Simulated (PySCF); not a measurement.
## Exercise with solution: chemical shift, span and skew from a shielding tensor

C4H5F, SMILES C#C[C@H](C)F. Atoms are numbered in the order given.

```xyz
10

C      2.0728    -0.7214    -0.2807
C      0.9939    -0.2558     0.0078
C     -0.3159     0.2868     0.3749
C     -1.4178    -0.7500     0.2957
F     -0.6335     1.3446    -0.4523
H      3.0321    -1.1299    -0.5407
H     -0.2484     0.6887     1.4026
H     -1.4918    -1.1414    -0.7286
H     -1.2112    -1.5860     0.9786
H     -2.3770    -0.2903     0.5729
```

Geometry optimised at PBE0-D3(BJ)/def2-SVP. The structure was generated by enumeration; whether it is a known compound was not checked.

GIAO shieldings from PBE/pcSseg-1 (PySCF), non-relativistic, no solvent. The symmetric part of the tensor of C1 has the principal values 34.2, 40.5, 229.1 ppm. The same nucleus in TMS has σ = 182.0 ppm at this level (PySCF, at its B3LYP-D3(BJ)/def2-TZVP geometry).

Work out the isotropic shielding, the ¹³C shift against TMS, the span and the skew.


σ(iso) = (σ11 + σ22 + σ33)/3 = 101.3 ppm. δ = σ(ref) − σ(iso) = 182.0 − (101.3) = 80.7 ppm.
Span Ω = σ33 − σ11 = 194.9 ppm. Skew κ = 3(σ(iso) − σ22)/Ω = 0.94. Tumbling in solution averages the tensor to δ; in a static solid the shielding alone would spread this spin-1/2 line over Ω.
